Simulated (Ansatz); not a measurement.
C6H14Cl2O2Zr (`CC(C)[O][Zr]([Cl])([Cl])[O]C(C)C`), relaxed with RKS PBE0-D4/def2-TZVP in Ansatz from a PBE-D4/def2-SVP geometry. The force threshold is 0.005 eV/Å; the program also tests the step.

The species carries charge 0 and has multiplicity 1. Zr takes the def2 core potential.

Start:

```xyz
25

C     3.003   -0.505    1.951
C     1.531   -0.173    1.702
C     0.599   -0.742    2.772
O     1.148   -0.670    0.431
Zr    0.558   -1.423   -1.215
Cl   -0.259   -3.621   -0.782
Cl    2.375   -1.405   -2.759
O    -0.870   -0.360   -1.907
C    -1.880    0.622   -2.072
C    -2.805    0.618   -0.856
C    -1.234    1.984   -2.328
H     3.150   -1.604    1.986
H     3.639   -0.094    1.142
H     3.345   -0.075    2.914
H     1.412    0.936    1.671
H    -0.456   -0.484    2.550
H     0.686   -1.848    2.810
H     0.854   -0.335    3.771
H    -2.468    0.328   -2.973
H    -3.238   -0.389   -0.697
H    -3.638    1.337   -0.992
H    -2.244    0.906    0.058
H    -0.643    2.305   -1.445
H    -0.556    1.937   -3.203
H    -2.006    2.754   -2.527
```

```
         step  energy (eV)  largest force (eV/Å)  largest move (Å)
            1  -36863.5636                 0.554             0.000
            2  -36863.6534                 0.187             0.040
            3  -36863.6620                 0.021             0.014
            4  -36863.6622                 0.008             0.004
            5  -36863.6623                 0.010             0.014
            6  -36863.6626                 0.011             0.041
            7  -36863.6626                 0.015             0.011
            8  -36863.6627                 0.004             0.005
            9  -36863.6627                 0.004             0.011
           10  -36863.6628                 0.011             0.027
           11  -36863.6628                 0.011             0.034
           15  -36863.6632                 0.029             0.042
           19  -36863.6640                 0.061             0.099
23 (rejected)  -36863.6650                 0.071             0.083
           27  -36863.6666                 0.035             0.044
           31  -36863.6680                 0.059             0.125
35 (rejected)  -36863.6649                 0.204             0.195
           39  -36863.6695                 0.022             0.049
           43  -36863.6699                 0.013             0.020
           47  -36863.6701                 0.008             0.008
51 (rejected)  -36863.6703                 0.033             0.071
           55  -36863.6706                 0.027             0.017
           59  -36863.6710                 0.020             0.032
           63  -36863.6712                 0.029             0.035
           66  -36863.6715                 0.005             0.027
```

End:

```xyz
25

C     2.724   -1.268    2.314
C     1.725   -0.264    1.777
C     0.402   -0.303    2.515
O     1.509   -0.513    0.408
Zr    1.031   -0.905   -1.374
Cl    0.979   -3.260   -1.644
Cl    2.587    0.132   -2.831
O    -0.689   -0.213   -1.731
C    -1.931    0.445   -1.813
C    -2.344    0.928   -0.438
C    -1.836    1.569   -2.824
H     2.324   -2.282    2.230
H     3.659   -1.217    1.754
H     2.940   -1.067    3.366
H     2.151    0.744    1.856
H    -0.297    0.421    2.094
H    -0.042   -1.300    2.443
H     0.547   -0.067    3.572
H    -2.659   -0.296   -2.167
H    -2.389    0.096    0.267
H    -3.330    1.398   -0.478
H    -1.628    1.664   -0.064
H    -1.112    2.317   -2.492
H    -1.516    1.186   -3.794
H    -2.806    2.055   -2.946
```

Hardware: 11 threads of an AMD EPYC 7R13 on a shared host and a whole NVIDIA H100 80 GB. Wall time 83 s, peak host memory 1.3 GiB.
